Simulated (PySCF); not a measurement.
H₉O₃Si₄ (doublet state).
Geometry (GFN2-xTB, Å), atoms numbered from 1 in this order:
```xyz
16
H9O3Si4 angstrom
Si     2.3517   -0.6890   -0.0657
O      1.4461    0.0554   -1.1940
Si     0.0079    0.7448   -1.4572
O     -1.1526   -0.3796   -1.4259
Si    -1.7577   -1.6091   -0.5489
O     -0.2815    1.8595   -0.3234
Si    -0.5983    2.0614    1.2597
H      2.9441    0.3446    0.7835
H      3.3356   -1.3965   -0.8781
H      1.5215   -1.5976    0.7296
H     -0.9236   -2.7845   -0.7977
H     -1.7529   -1.2652    0.8758
H     -3.1069   -1.7334   -1.0903
H     -2.0233    1.8019    1.4673
H     -0.2309    3.4583    1.4693
H      0.2131    1.1379    2.0569
```

Computed geometry: GFN2-xTB, gas phase. This method treats the open shell by occupation alone, without spin polarisation.

Masses are those of the commonest isotopes; rigid-rotor values at the optimised geometry. The values belong to one conformer with, in the numbering `[SiH3:1][O:2][Si:3]([O:4][SiH3:5])[O:6][SiH3:7]`, Si1–O2–Si3–O4 -69°, O2–Si3–O4–Si5 51°, O2–Si3–O6–Si7 -69°.

(1) Give the principal moments of inertia and the rotational constants in MHz.

(2) Classify the top.

(3) Is it planar, by Δ = Ic − Ia − Ib?

(4) Give the other two planar moments, Paa and Pbb, and the rms extents of the mass along the axes.

Results:

(1) Ia = 458.80, Ib = 460.91, Ic = 696.79 u·Å²; 505379 MHz·u·Å²/I gives A = 1102, B = 1096, C = 725.3 MHz.

(2) An oblate symmetric top, as the point group C3 requires two equal moments; the computed ones differ by 0.46 % because the geometry is symmetric only within the optimiser's tolerance; Ray's κ = 0.973.

(3) Not planar: Δ = Ic − Ia − Ib = -222.91 u·Å². For a rigid frame Δ = −2 Σ m c², so Σ m c² = 111.46 u·Å² lies off the ab plane: 12.73 from hydrogen and 98.73 from heavier atoms. The atom farthest from that plane is 1.80 Å away.

(4) Paa = Σ m a² = (Ib + Ic − Ia)/2 = 349.45 and Pbb = Σ m b² = (Ia + Ic − Ib)/2 = 347.34 u·Å². With the mass M = 168.96 u, the rms extents √(P/M) along a, b and c are 1.44, 1.43, 0.81 Å.

For this open shell read J as N, the rotation without spin; fine and hyperfine splittings come on top. Whether it is a minimum is left open (no frequencies). No vibrational averaging or centrifugal distortion is included, and the geometry carries the error of its method.
